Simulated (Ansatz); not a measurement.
Consider the atomization: `N#C[Si](Cl)(Cl)Cl` → C• + 3 Cl• + N• + Si•.

Computed with Ansatz on PBE0-D4/def2-TZVP structures; ΔE is electronic, products minus reactants. CCSD(T)/CBS adds triple-zeta CCSD(T) − MP2 to the extrapolated MP2 energy (def2 sets, frozen cores). This one scheme is used for every species, atoms too. DFT in def2-TZVPP. HSE06 is defined as in plane-wave codes. Open shells (•) are unrestricted, without spin–orbit coupling. Spin–orbit coupling would lower the free atoms: a little for C, Cl, Si.

```tsv
level	ΔE (eV)
r2SCANh	24.67
HSE06	24.89
```

Q: What does CCSD(T)/CBS give? (Estimate.)

A: Ansatz gave: +24.93 eV. The listed levels differ from it by -0.26, -0.04 eV.

Largest T1 diagnostic among the species: 0.012.

In def2-TZVPP, CCSD(T) changes the Hartree–Fock value by +7.03 eV (the triples alone add +0.75 eV) and MP2 by +8.51 eV; breaking electron pairs costs correlation energy, which Hartree–Fock lacks. At CCSD(T), def2-SVP lies −2.21 eV from the extrapolated value and def2-TZVPP −1.00 eV: correlation converges slowly with the basis, and small sets miss more of it in the bonded molecule than in its fragments. From PBE to PBE0 (25 % exact exchange), in def2-TZVPP and without D4, ΔE moves by −0.79 eV: exact exchange takes away binding that semilocal exchange gives to molecules.

For atomizations the MP2-based limit and the directly extrapolated one differ by several kJ/mol either way, and by 10 to 25 for some Ge, Se and Sn compounds, so smaller differences from it don't rank the levels.
